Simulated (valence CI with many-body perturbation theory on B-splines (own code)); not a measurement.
The numbers below are computed, except where a source is named.
# Ru¹³⁺: what each term of the Hamiltonian does

Level of theory: configuration interaction combined with many-body perturbation theory (CI+MBPT): three valence electrons over a frozen Dirac-Fock core [Ar] 3d10, radial functions for each j: 11 s, 11 p, 9 d, 7 f, 5 g, 2 h, 1 i, with the one-electron correlation potential Σ1 (screened to all orders), the two-electron term Σ2, the three-electron term Σ3, Breit, model QED; selected single and double excitations, second order for the rest (own B-spline code, finite nucleus).

No measured levels were compared; by estimate levels hold to about 250 cm⁻¹ or 0.2 % of their energy and the worst to 1 %, as in measured heavy ions of charge 2 to 7; those with d or f electrons hold less well.

Each rung adds one term. CI alone is the Dirac-Coulomb CI over the frozen core; QED comes last and gives the full result, which names the levels. Energies are above 4s²4p ²P°_1/2 on the same rung, in eV.

Names give the largest LS component (configuration and term), which can be under half, so a name can repeat, a term be missing and a line seem to break the LS rules; names also repeat where a configuration has a term twice. Letters in brackets count levels of one name in rising energy.

| Level | CI alone | Σ1 | Σ2 | Σ3 | Breit | QED | Full |
| --- | --- | --- | --- | --- | --- | --- | --- |
| 4s²4p ²P°_3/2 | 4.848 | +0.0673 | +0.0196 | +0.0004 | -0.0776 | +0.0096 | 4.867 |
| 4s4p² ⁴P_1/2 | 28.058 | +0.0875 | +0.3405 | +0.0064 | +0.0441 | -0.1063 | 28.430 |
| 4s4p² ⁴P_3/2 | 30.513 | +0.1294 | +0.3841 | +0.0076 | -0.0066 | -0.0998 | 30.927 |
| 4s4p² ⁴P_5/2 | 32.555 | +0.1488 | +0.3518 | +0.0070 | -0.0316 | -0.0970 | 32.934 |
| 4s4p² ²D_3/2 | 37.967 | +0.1535 | +0.0837 | +0.0024 | -0.0255 | -0.0941 | 38.087 |
| 4s4p² ²D_5/2 | 39.284 | +0.1849 | +0.1615 | +0.0037 | -0.0688 | -0.0891 | 39.477 |
| 4s4p² ²P_1/2 | 42.912 | +0.1455 | -0.4826 | -0.0069 | +0.0088 | -0.1029 | 42.474 |
| 4s4p² ²S_1/2 | 47.688 | +0.2075 | -0.4278 | -0.0072 | -0.0667 | -0.0930 | 47.300 |
| 4s4p² ²P_3/2 | 48.860 | +0.2112 | -0.7067 | -0.0050 | -0.0682 | -0.0935 | 48.198 |
| 4s²4d ²D_3/2 | 61.572 | +0.2076 | -0.4936 | -0.0013 | -0.1408 | -0.0051 | 61.139 |
| 4s²4d ²D_5/2 | 62.348 | +0.2218 | -0.4840 | -0.0011 | -0.1707 | -0.0022 | 61.912 |
| 4p³ ⁴S°_3/2 [a] | 70.817 | +0.2268 | -0.1776 | +0.0042 | +0.0458 | -0.2044 | 70.712 |
| 4p³ ⁴S°_3/2 [b] | 73.474 | +0.2799 | -0.1175 | +0.0068 | -0.0188 | -0.1953 | 73.429 |
| 4p³ ²D°_5/2 | 73.648 | +0.2796 | +0.1184 | +0.0078 | -0.0329 | -0.1879 | 73.833 |
| 4p³ ²P°_1/2 | 78.946 | +0.2925 | -0.2494 | -0.0017 | -0.0222 | -0.1934 | 78.772 |
| 4p³ ²P°_3/2 | 81.416 | +0.3402 | -0.1342 | +0.0013 | -0.0887 | -0.1817 | 81.353 |
| 4s4p4d ⁴F°_3/2 | 83.324 | +0.2571 | +0.3641 | +0.0141 | -0.0770 | -0.1098 | 83.773 |
| 4s4p4d ⁴F°_5/2 | 84.324 | +0.2692 | +0.3578 | +0.0142 | -0.0979 | -0.1073 | 84.760 |
| 4s4p4d ⁴F°_7/2 | 85.918 | +0.2921 | +0.3548 | +0.0143 | -0.1321 | -0.1036 | 86.343 |
| 4s4p4d ⁴P°_5/2 | 88.669 | +0.2801 | -0.0789 | +0.0072 | -0.1031 | -0.1083 | 88.666 |
| 4s4p4d ⁴F°_9/2 | 88.415 | +0.3330 | +0.4033 | +0.0151 | -0.1868 | -0.0973 | 88.882 |
| 4s4p4d ⁴D°_3/2 | 89.314 | +0.2836 | -0.1245 | +0.0067 | -0.0998 | -0.1072 | 89.273 |
| 4s4p4d ⁴D°_1/2 | 89.706 | +0.2840 | -0.1747 | +0.0062 | -0.0938 | -0.1069 | 89.621 |
| 4s4p4d ⁴D°_5/2 [a] | 92.237 | +0.3152 | -0.1517 | +0.0052 | -0.1299 | -0.1068 | 92.169 |
| 4s4p4d ²D°_3/2 [a] | 92.309 | +0.3218 | -0.1550 | +0.0056 | -0.1310 | -0.1077 | 92.243 |
| 4s4p4d ⁴P°_1/2 | 92.265 | +0.3292 | -0.0114 | +0.0070 | -0.1481 | -0.0996 | 92.342 |
| 4s4p4d ⁴D°_7/2 | 92.646 | +0.3320 | -0.1444 | +0.0072 | -0.1671 | -0.0993 | 92.574 |
| 4s4p4d ⁴P°_3/2 | 92.736 | +0.3293 | -0.1011 | +0.0062 | -0.1526 | -0.1027 | 92.715 |
| 4s4p4d ⁴D°_5/2 [b] | 92.971 | +0.3253 | -0.1037 | +0.0046 | -0.1498 | -0.1023 | 92.945 |
| 4s4p4d ²F°_5/2 [a] | 94.723 | +0.3272 | -0.1131 | +0.0022 | -0.1468 | -0.1026 | 94.690 |
| 4s4p4d ²F°_7/2 [a] | 97.937 | +0.3548 | -0.0782 | -0.0003 | -0.1754 | -0.0976 | 97.941 |

The middle columns are the shifts that each term adds.

(1) How does the ionisation energy move along the ladder, and which term matters most?

## Answers

(1) CI alone 295.91, + Σ1 297.13, + Σ2 296.92, + Σ3 296.90, + Breit 296.70, + QED 296.72 eV. The largest step is Σ1, 1.22 eV. NIST lists 295.9 ± 0.09 eV (semi-empirical).
